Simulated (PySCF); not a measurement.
A run for PySCF: R-MP2/6-31G* on SiH4 (SMILES [SiH4]) with ghost functions, monomers drawn apart or pushed together.

```python
from pyscf import gto, scf, dft, mp
from pyscf.data.elements import chemcore

mol = gto.M(
    atom='''
    Si    0.23949382   -0.04746047    0.12882247
    H    -1.01343314    0.27948020    0.84835367
    H     0.51101619   -1.49675428    0.24324508
    H     1.35957001    0.72867556    0.70052599
    H     0.07057473    0.30685597   -1.29997845
    ghost-F    0.19985785   -0.54242089    5.98339917
    ghost-C   -0.61829290    0.35733524    6.60197256
    ghost-F   -0.03398685    1.58448486    6.53798599
    ghost-H   -0.71963122    0.06985734    7.64957067
    ghost-H   -1.56657384    0.39125349    6.06431053
    ''',
    basis='6-31g*',
    cart=True,
    charge=0, spin=0, verbose=3, max_memory=1800)
mf = scf.RHF(mol)
mf.conv_tol = 1e-8
mf.max_cycle = 100
mf.kernel()
if not mf.converged:
    mf = mf.newton().run(mf.mo_coeff, mf.mo_occ)
pt = mp.MP2(mf, frozen=chemcore(mol)).run()
```

### Question
Give the final energy of this run.

### Answer
-291.3071 hartree.
